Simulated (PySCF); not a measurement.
## Bond length, frequency and bond energy of TlPb⁺ by level of theory

State: ³Π (triplet), unpaired electrons σ ↑, π ↑. Set-up: Tl cc-pVDZ-PP with ECP60, Pb cc-pVDZ-PP with ECP60; scalar-relativistic core potentials (PySCF 2.14). De refers to Tl⁺ + Pb in their high-spin ground configurations, without counterpoise correction. The functionals are run spin-unrestricted. A positive dipole points towards Pb; it is taken about the centre of mass and depends on that origin.

| Level | Re (Å) | ωe (cm⁻¹) | De (eV) | μ (D) | CPU s a point (SCF and correlation, without the integrals) |
| --- | --- | --- | --- | --- | --- |
| UHF | 3.636 | 47.1 | n/a | -3.24 | 0.11 |
| UHF-MP2 | 3.461 | 56.1 | n/a | n/a | 0.2 |
| UHF-SCS-MP2 | 3.509 | 53.3 | n/a | n/a | n/a |
| UHF-CCSD | 3.485 | 55.5 | n/a | n/a | n/a |
| UHF-CCSD(T) | 3.466 | 56.7 | n/a | n/a | 5.8 |
| PBE | 3.433 | 57.3 | n/a | -1.18 | 0.56 |
| BP86 | 3.438 | 56.5 | n/a | -1.22 | 0.42 |
| r²SCAN | 3.393 | 59.6 | n/a | -1.41 | 0.79 |
| PBE0 | 3.406 | 58.7 | n/a | -1.57 | 0.91 |
| BHandHLYP | 3.449 | 56.5 | n/a | -1.91 | 0.46 |
| CAM-B3LYP | 3.412 | 58.5 | n/a | -1.78 | 1 |
| B2PLYP | 3.448 | 56.8 | n/a | -1.99 | 0.53 |

The bond length runs from 3.393 Å (r²SCAN) to 3.636 Å (UHF).

Correlated steps freeze 8 core orbitals. These are scalar-relativistic numbers at best; spin–orbit coupling would shift them, the dissociation energy most. B2PLYP dipoles, levels and charges come from its SCF part alone. The state is the lowest determinant that a PBE0 search found; another state may lie lower at other levels.

The whole job (state search and all levels along the bond) took about 2.4 min on 1 thread of Arm Neoverse V1 (shared host), peak memory 0.57 GiB.
